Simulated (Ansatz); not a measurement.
Diatomic MgN-, multiplicity 3 (lowest of 2S+1 = 1, 3, 5 at CCSD(T)/def2-TZVPP on PBE0 minima; our sources give no spin for the ground state, which may be another).

The constants come from a fifth-degree fit in 1/R (seven points, main isotopes). Runs in def2 and cc sets follow the lowest solution found near the PBE0 minimum.

Correlated levels freeze the inner cores; with def2 sets outer-core shells near the valence are correlated too.

Codes used: Ansatz (Gaussian orbitals). Each number belongs to the level named beside it.

Energies at CCSD(T)/def2-TZVPP:

| R (Å) | E (hartree) |
|---|---|
| 1.923054 | -254.36646190 |
| 1.974749 | -254.36969767 |
| 2.022309 | -254.37155447 |
| 2.076071 | -254.37261921 |
| 2.129834 | -254.37281101 |
| 2.191868 | -254.37219643 |
| 2.264241 | -254.37064115 |

Q: With a reduced mass of 8.8413 u, find the minimum, the force constant and the constants.

A: A fifth-degree polynomial in 1/R puts the minimum at r_e = 2.1162 Å with force constant 109 N/m. Then ω_e = (1/2πc)√(k/μ) = 457 cm⁻¹ and B_e = h/(8π²cμr_e²) = 0.4257 cm⁻¹; the cubic and quartic terms give α_e = 0.0054 and ω_e x_e = 4.2 cm⁻¹.

Ansatz is a program for electronic structure.
